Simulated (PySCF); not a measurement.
**N⁺: excitation energy**

N⁺ [He] 2s2 2p2 (3P) → N⁺ [He] 2s2 2p1 3s1 (3P), as a difference of total energies. All numbers are calculated (PySCF 2.14, no relativity, point nucleus, in dyall-acv3z). Correlated levels: valence: 1s2 frozen; valence and next inner shell: nothing frozen; virtual orbitals above 40 to 60 times the deepest correlated orbital energy dropped. The calculations carry no spin-orbit coupling.

```json
{"method": "UHF", "excitation energy (cm⁻¹)": "147990"}
{"method": "LDA", "excitation energy (cm⁻¹)": "150860"}
{"method": "PBE", "excitation energy (cm⁻¹)": "149530"}
{"method": "r2SCAN", "excitation energy (cm⁻¹)": "153450"}
{"method": "TPSS", "excitation energy (cm⁻¹)": "150340"}
{"method": "BP86", "excitation energy (cm⁻¹)": "149740"}
{"method": "B97-3", "excitation energy (cm⁻¹)": "151570"}
{"method": "revPBE", "excitation energy (cm⁻¹)": "149290"}
{"method": "MP2 (valence)", "excitation energy (cm⁻¹)": "149330"}
{"method": "MP2 (valence and next inner shell)", "excitation energy (cm⁻¹)": "149510"}
{"method": "SCS-MP2 (valence and next inner shell)", "excitation energy (cm⁻¹)": "148580"}
```

Task: Estimate what PBE0 gives.

Result: 150220 cm⁻¹, closest to TPSS among the rows shown.

Task: Estimate what SCS-MP2 (valence) gives.

Result: 148490 cm⁻¹, closest to SCS-MP2 (valence and next inner shell) among the rows shown.

Errors of the correlated levels include the incompleteness of this basis and the frozen core.

For comparison: 148920 cm⁻¹ (measured; NIST levels, between the centres of gravity of the two terms).
